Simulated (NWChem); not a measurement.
Program: NWChem. System: H$_{3}$BN, charge 0, spin multiplicity 2, at a geometry optimised with UPBE/def2-SVP. The structure started from a generated list of species. Its SCF solution wasn't tested for a lower state. Level: UMP2/def2-TZVP, 2 core orbitals frozen.

Job file:

```
start mol
memory heap 200 mb stack 900 mb global 1100 mb
geometry units angstroms nocenter noautoz
  B     -0.786067     0.353021     0.000000
  N      0.516004    -0.115347     0.000000
  H     -1.783963    -0.342906     0.000000
  H      0.767509    -1.111549     0.000000
  H      1.334760     0.496779     0.000000
  symmetry group Cs
end
basis spherical
  * library def2-tzvp
end
scf
  uhf
  nopen 1
  maxiter 100
  thresh 1e-7
  semidirect memsize 60000000 filesize 0
  # guess.movecs holds the orbitals of an unrestricted PBE0 run
  vectors input guess.movecs output mol.movecs
end
mp2
  freeze core 2
end
task mp2 energy
```

Output (cleaned and shortened):

```
             Northwest Computational Chemistry Package (NWChem) 7.3.0
             --------------------------------------------------------

                                NWChem Input Module
                                -------------------

 Scaling coordinates for geometry "geometry" by  1.889725989
 (inverse scale =  0.529177249)

 Turning off AUTOSYM since
 SYMMETRY directive was detected!

                             Geometry "geometry" -> ""
                             -------------------------

 Output coordinates in angstroms (scale by  1.889725989 to convert to a.u.)

  No.       Tag          Charge          X              Y              Z
 ---- ---------------- ---------- -------------- -------------- --------------
    1 B                    5.0000    -0.78606700     0.35302100     0.00000000
    2 N                    7.0000     0.51600400    -0.11534700     0.00000000
    3 H                    1.0000    -1.78396300    -0.34290600     0.00000000
    4 H                    1.0000     0.76750900    -1.11154900     0.00000000
    5 H                    1.0000     1.33476000     0.49677900     0.00000000

 Effective nuclear repulsion energy (a.u.)      27.5477989967

            Nuclear Dipole moment (a.u.)
            ----------------------------
        X                 Y               Z
 ---------------- ---------------- ----------------
    -0.0000018897    -0.0000000000     0.0000000000

      Symmetry information
      --------------------

 Group name             Cs
 Group number              2
 Group order               2
 No. of unique centers     5

      Symmetry unique atoms

     1    2    3    4    5


 Summary of "ao basis" -> "" (spherical)
 ------------------------------------------------------------------------------
       Tag                 Description            Shells   Functions and Types
 ---------------- ------------------------------  ------  ---------------------
 *                         def2-tzvp                  on all atoms

 Summary of "ao basis" -> "ao basis" (spherical)
 ------------------------------------------------------------------------------
       Tag                 Description            Shells   Functions and Types
 ---------------- ------------------------------  ------  ---------------------
 B                         def2-tzvp                11       31   5s3p2d1f
 N                         def2-tzvp                11       31   5s3p2d1f
 H                         def2-tzvp                 4        6   3s1p

                                 NWChem SCF Module
                                 -----------------

  ao basis        = "ao basis"
  functions       =    80
  atoms           =     5
  alpha electrons =     8
  beta  electrons =     7
  charge          =   0.00
  wavefunction    = UHF
  use symmetry    = T
  symmetry adapt  = T

 Summary of "ao basis" -> "ao basis" (spherical)
 ------------------------------------------------------------------------------
       Tag                 Description            Shells   Functions and Types
 ---------------- ------------------------------  ------  ---------------------
 B                         def2-tzvp                11       31   5s3p2d1f
 N                         def2-tzvp                11       31   5s3p2d1f
 H                         def2-tzvp                 4        6   3s1p

      Symmetry analysis of basis
      --------------------------

        a'         57
        a"         23

 Forming initial guess at       0.0s
[...]
    3 H    1     0.51   0.13  0.27  0.11  0.01
    4 H    1     0.39   0.13  0.21  0.03  0.02
    5 H    1     0.37   0.13  0.20  0.02  0.02

   Mulliken analysis of the beta density
   -------------------------------------

    Atom       Charge   Shell Charges
 -----------   ------   -------------------------------------------------------
    1 B    5     1.97   0.46  0.54  0.20  0.18  0.02  0.29  0.20  0.03  0.02  0.03  0.01
    2 N    7     3.84   0.41  0.58  0.26  0.40  0.08  0.77  0.90  0.42  0.00  0.01  0.00
    3 H    1     0.49   0.12  0.25  0.11  0.00
    4 H    1     0.35   0.12  0.19  0.02  0.02
    5 H    1     0.36   0.12  0.19  0.02  0.02

   Mulliken analysis of the spin density
   -------------------------------------

    Atom       Charge   Shell Charges
 -----------   ------   -------------------------------------------------------
    1 B    5     1.03   0.00 -0.01  0.08  0.16  0.07  0.28  0.34  0.11 -0.00  0.00 -0.00
    2 N    7    -0.11   0.00  0.00 -0.00 -0.01 -0.01 -0.03 -0.04 -0.03  0.00  0.01  0.00
    3 H    1     0.03   0.01  0.02 -0.01  0.00
    4 H    1     0.05   0.01  0.02  0.01 -0.00
    5 H    1     0.01   0.01  0.01 -0.01 -0.00

       Multipole analysis of the density wrt the origin
       ------------------------------------------------

     L   x y z        total         alpha         beta         nuclear
     -   - - -        -----         -----         ----         -------
     0   0 0 0     -0.000000     -8.000000     -7.000000     15.000000

     1   1 0 0      0.709696      1.183435     -0.473738     -0.000002
     1   0 1 0     -0.406186     -1.039316      0.633130     -0.000000
     1   0 0 1      0.000000     -0.000000      0.000000      0.000000

     2   2 0 0     -9.454823    -25.503869    -21.470362     37.519408
     2   1 1 0      0.548123      4.154334      1.330567     -4.936778
     2   1 0 1      0.000000      0.000000      0.000000      0.000000
     2   0 2 0     -9.951874    -11.772011     -6.451051      8.271187
     2   0 1 1     -0.000000     -0.000000     -0.000000      0.000000
     2   0 0 2    -10.758589     -6.076008     -4.682581      0.000000

                   NWChem MP2 Semi-direct Energy/Gradient Module
                   ---------------------------------------------

  Basis functions       =     80
  Molecular orbitals    =     80
  Frozen core           =      2
  Frozen virtuals       =      0
  Active alpha occupied =      6
  Active beta occupied  =      5
  Active alpha virtual  =     72
  Active beta virtual   =     73
  Use MO symmetry       = T
  Use skeleton AO sym   = T

  AO/Fock/Back tols     =   1.0D-09  1.0D-09  1.0D-09

 GA uses MA = F    GA memory limited = T

 Available:
  local mem=  1.26D+08
 global mem=  1.44D+08
 local disk=  0.00D+00
  mp2_memr nvloc                    72
  nvloc new                    72
   1 passes of   6:        5242880                      34647                   4765528.
   1 passes of   6: M    126152813           G      144166400           F     120909933.

 Semi-direct pass number   1 of   1  for UHF alpha       at        1.6s
  vrange nnbf                  3237
  mp2_eaftype                    18  avail_ma_in_mb                  1099
 EAF : mp2_eaftype filesize          18    2382764.
  mp2_eaf for mointskh                     18
Node 0 wrote     11.2 Mb in      0.0 s     Agg I/O rate:   976.0 Mb/s
 Done moints_semi at        2.9s
  mp2_eaftype                    18  avail_ma_in_mb                  1081
 EAF : mp2_eaftype filesize          18    2382764.
  mp2_eaf for kh                    18
 Done maket at        2.9s
 Done multipass loop at        2.9s

 GA uses MA = F    GA memory limited = T

 Available:
  local mem=  1.26D+08
 global mem=  1.44D+08
 local disk=  0.00D+00
  mp2_memr nvloc                    73
  nvloc new                    73
   1 passes of   5:        5242880                      31298                   4028140.
   1 passes of   5: M    126152813           G      144166400           F     120909933.

 Semi-direct pass number   1 of   1  for UHF beta        at        3.0s
  vrange nnbf                  3237
  mp2_eaftype                    15  avail_ma_in_mb                  1099
 EAF : mp2_eaftype filesize          15    2014070.
  mp2_eaf for mointskh                     15
Node 0 wrote      9.5 Mb in      0.0 s     Agg I/O rate:  1242.2 Mb/s
 Done moints_semi at        4.3s
  mp2_eaftype                    15  avail_ma_in_mb                  1084
 EAF : mp2_eaftype filesize          15    2014070.
  mp2_eaf for kh                    15
 Done maket at        4.4s
 Done multipass loop at        4.4s

          -------------------------------------------
          SCF energy                 -80.885022500763
          Correlation energy          -0.288035811307
          Singlet pairs                0.000000000000
          Triplet pairs                0.000000000000
          Total MP2 energy           -81.173058312070
          -------------------------------------------

          ---------------------------------------------------
                    Spin Component Scaled (SCS) MP2
          Same spin pairs                     -0.066053344338
          Same spin scaling factor             0.333333333333
          Opposite spin pairs                 -0.221982466968
          Opposite spin scaling fact.          1.200000000000
          SCS-MP2 correlation energy          -0.288396741808
          Total SCS-MP2 energy               -81.173419242572
          ---------------------------------------------------

 -----------------------
 Performance information
 -----------------------

 Timer overhead =  1.32D-07 seconds/call

               Nr. of calls         CPU time (s)                 Wall time (s)                GFlops
             ---------------    -------------------     ------------------------------   -------------------
Name         Min   Avg   Max    Min     Avg     Max     Min     Avg     Max   Mx/calls   Min     Max     Sum
mp2: moin     2     2     2    2.6     2.6     2.6      2.6     2.6     2.6     1.3      0.0     0.0     0.0
mp2: make     2     2     2   0.21    0.21    0.21     0.21    0.21    0.21    0.10      0.0     0.0     0.0
mp2: tota     1     1     1    2.9     2.9     2.9      2.9     2.9     2.9     2.9      0.0     0.0     0.0

 The average no. of pstat calls per process was 5.00D+00
 with a timing overhead of 6.60D-07s

 Task  times  cpu:        4.4s     wall:        4.4s

 Total times  cpu:        4.4s     wall:        4.4s
```
